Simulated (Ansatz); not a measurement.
Start from `C[O][Ge]([CH3])([F])[SH]` and change one atom or group to get `C[O][GeH]([CH3])[SH]`.

Ansatz, PBE0-D4/def2-TZVP geometries, multiplicity 1. Each molecule was computed in one conformer, which needn't be the lowest.

Scalar relativity is left out up to krypton.

| property | `C[O][Ge]([CH3])([F])[SH]` |
| --- | --- |
| LUMO energy (B3LYP/def2-TZVPP) / eV | -0.20 |
| HOMO energy (PBE/def2-TZVPP) / eV | -6.44 |
| HOMO energy (ωB97M-V/def2-TZVPP) / eV | -9.98 |
| HOMO–LUMO gap (PBE0/def2-TZVPP) / eV | 7.85 |
| size of the dipole moment (PBE/def2-TZVPP) / D | 0.89 |
| LUMO energy (PBE/def2-TZVPP) / eV | -0.91 |

(1) What does the change do to each property? (Estimate.)

Results:

(1) Computed: 
```csv
property,`C[O][GeH]([CH3])[SH]`,shift
LUMO energy (B3LYP/def2-TZVPP) / eV,0.14,0.34
HOMO energy (PBE/def2-TZVPP) / eV,-6.14,0.30
HOMO energy (ωB97M-V/def2-TZVPP) / eV,-9.65,0.33
HOMO–LUMO gap (PBE0/def2-TZVPP) / eV,7.85,0.00
size of the dipole moment (PBE/def2-TZVPP) / D,1.08,0.19
LUMO energy (PBE/def2-TZVPP) / eV,-0.52,0.39
```

Dipoles are sizes alone; their direction can turn.

B3LYP here is the variant with VWN-RPA as its local correlation; programs differ in this.
